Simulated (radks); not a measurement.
Effect of the nuclear size on neutral zinc, [Ar] 3d10 4s2. All-electron calculation, Dirac Kohn-Sham, exchange-only LDA, spin-unpolarised, spherical densities, finite nucleus; Fermi nuclear charge, rms radius 3.9283 fm. Program: a radial shooting solver on a logarithmic mesh with Libxc functionals. The rms radius is varied about that value; shifts are against it.

| rms radius (fm) | total energy shift (eV) | density at nucleus (e/bohr^3) | 1s1/2 shift (meV) | 2s1/2 shift (meV) | 2p1/2 shift (meV) | 3s1/2 shift (meV) | 3p1/2 shift (meV) |
|---|---|---|---|---|---|---|---|
| 3.4412 | -0.0542 | 2.514e+04 | -23.1 | -2.20 | 0.190 | -0.320 | 0.033 |
| 3.779 | -0.0173 | 2.5e+04 | -7.38 | -0.702 | 0.061 | -0.102 | 0.010 |
| 3.9283 | 0 | 2.495e+04 | 0.000 | 0.000 | 0.000 | 0.000 | 0.000 |
| 4.0736 | 0.0175 | 2.49e+04 | 7.44 | 0.708 | -0.061 | 0.103 | -0.011 |
| 4.7297 | 0.104 | 2.469e+04 | 44.2 | 4.21 | -0.365 | 0.613 | -0.063 |

Slopes of the eigenvalues against <r^2> in GHz/fm^2, as finite differences over the two radii next to the reference (eigenvalue slopes, not the field-shift constants of lines): 1s1/2 1550, 2s1/2 147, 2p1/2 -12.8, 3s1/2 21.5.
